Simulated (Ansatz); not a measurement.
NiPt₂ was relaxed with PBE0-D4 (def2-TZVP) in Ansatz in these states: neutral quintet, neutral triplet. The geometries follow in no particular order.

In the def2 sets Pt takes a core potential; there is no spin–orbit coupling.

A:

```xyz
3

Pt   -0.0412    1.2328    0.6723
Pt    0.4756   -1.1301    0.6856
Ni   -0.4344   -0.1026   -1.3579
```

B:

```xyz
3

Pt   -1.260   -0.479    0.408
Pt    0.823   -0.638   -0.968
Ni    0.437    1.117    0.560
```

Problem. Judge from the bond lengths which geometry belongs to which state (an estimate).

Solution. A is the neutral triplet (Pt1–Ni3 2.462 Å, Pt2–Ni3 2.462 Å, Pt1–Pt2 2.419 Å); B is the neutral quintet (Pt1–Ni3 2.335 Å, Pt2–Ni3 2.359 Å, Pt1–Pt2 2.501 Å).

At PBE0-D4/def2-TZVP a triplet lies 0.40 eV below the neutral quintet. These are the stationary points nearest to one start from a short search; other shapes may lie lower in each state.
